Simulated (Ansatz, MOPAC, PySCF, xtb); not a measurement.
Pair of molecules: hydrogen isocyanide (SMILES [C-]#[NH+]) (first 3 atoms) with hydrogen isocyanide (SMILES [C-]#[NH+]); geometry from B3LYP-D3(BJ)/def2-TZVP, rigid monomers moved along the line of their centres of mass till H3···C4 is 2.36 Å.
(charge 0, multiplicity 1):
```xyz
6

C     -0.21659     0.39364    -1.13054
N     -0.11584     0.33019     0.02628
H     -0.02788     0.27470     1.03612
C      0.17563     0.14688     3.38513
N      0.27581     0.08461     4.53770
H      0.36224     0.03093     5.53112
```

```json
[
 {"level": "GFN-FF", "interaction energy (kJ/mol)": "-3.1", "minus CCSD(T)/CBS(aug-cc-pVDZ, aug-cc-pVTZ)": "25.5", "cost": "-"},
 {"level": "PM7", "interaction energy (kJ/mol)": "-12.8", "minus CCSD(T)/CBS(aug-cc-pVDZ, aug-cc-pVTZ)": "15.8", "cost": "-"},
 {"level": "GFN1-xTB", "interaction energy (kJ/mol)": "-13.8", "minus CCSD(T)/CBS(aug-cc-pVDZ, aug-cc-pVTZ)": "14.8", "cost": "-"},
 {"level": "PBE/def2-TZVPPD", "interaction energy (kJ/mol)": "-28.4", "minus CCSD(T)/CBS(aug-cc-pVDZ, aug-cc-pVTZ)": "0.2", "cost": "×1"},
 {"level": "r2SCAN-D3(BJ)/def2-TZVPPD", "interaction energy (kJ/mol)": "-27.7", "minus CCSD(T)/CBS(aug-cc-pVDZ, aug-cc-pVTZ)": "0.9", "cost": "×2"},
 {"level": "B3LYP/3-21G (no counterpoise)", "interaction energy (kJ/mol)": "-42.6", "minus CCSD(T)/CBS(aug-cc-pVDZ, aug-cc-pVTZ)": "-14.0", "cost": "-"},
 {"level": "B3LYP/6-31G* (no counterpoise)", "interaction energy (kJ/mol)": "-34.1", "minus CCSD(T)/CBS(aug-cc-pVDZ, aug-cc-pVTZ)": "-5.5", "cost": "-"},
 {"level": "B3LYP/6-311+G** (no counterpoise)", "interaction energy (kJ/mol)": "-26.0", "minus CCSD(T)/CBS(aug-cc-pVDZ, aug-cc-pVTZ)": "2.6", "cost": "-"},
 {"level": "B3LYP-D4/def2-TZVPPD", "interaction energy (kJ/mol)": "-28.3", "minus CCSD(T)/CBS(aug-cc-pVDZ, aug-cc-pVTZ)": "0.3", "cost": "×1"},
 {"level": "PBE0-D4/def2-TZVPPD", "interaction energy (kJ/mol)": "-29.2", "minus CCSD(T)/CBS(aug-cc-pVDZ, aug-cc-pVTZ)": "-0.6", "cost": "×1"},
 {"level": "MP2/aug-cc-pVDZ", "interaction energy (kJ/mol)": "-29.4", "minus CCSD(T)/CBS(aug-cc-pVDZ, aug-cc-pVTZ)": "-0.8", "cost": "-"},
 {"level": "CCSD/aug-cc-pVTZ", "interaction energy (kJ/mol)": "-27.0", "minus CCSD(T)/CBS(aug-cc-pVDZ, aug-cc-pVTZ)": "1.6", "cost": "-"},
 {"level": "CCSD(T)/aug-cc-pVTZ", "interaction energy (kJ/mol)": "-28.2", "minus CCSD(T)/CBS(aug-cc-pVDZ, aug-cc-pVTZ)": "0.4", "cost": "×500*"},
 {"level": "CCSD(T)/CBS(aug-cc-pVDZ, aug-cc-pVTZ)", "interaction energy (kJ/mol)": "-28.6", "minus CCSD(T)/CBS(aug-cc-pVDZ, aug-cc-pVTZ)": "0.0", "cost": "×500*"}
]
```

 The comparison column counts from a level with limits of its own.

The rows run from -42.6 (B3LYP/3-21G (no counterpoise)) to -3.1 kJ/mol (GFN-FF).

Interaction energies are E(AB) − E(A) − E(B) at the monomers' geometry in the complex; basis-set methods are counterpoise corrected. Rows marked so take none.

Cores are frozen in the correlated methods. CBS(a, b) extrapolates the correlation energy as X⁻³ and adds the Hartree–Fock energy of set b. Rows in 3-21G, 6-311+G**, 6-31G* carry no dispersion term and start afresh at each structure (6-31G* with six Cartesian d functions). The state reached by PM7 isn't checked; PM7 holds dispersion and hydrogen-bond terms.

Run with Ansatz (Gaussian basis) for Hartree–Fock, density functionals and correlated methods; MOPAC for PM7 (differences of heats of formation); PySCF for 3-21G rows, 6-311+G** rows, 6-31G* rows, the dispersion terms; xtb for the GFN methods. Each number belongs to the level named beside it.

Costs are rough ratios of core time to PBE/def2-TZVPPD (about 2.5 s over the structures, on one shared machine); a dash marks a level with no comparable run of its own. A star marks coupled-cluster runs past 200 virtual orbitals, where the program's memory plan changes under this machine's limit, so their costs aren't comparable with smaller runs.

Ansatz is a first-principles code.
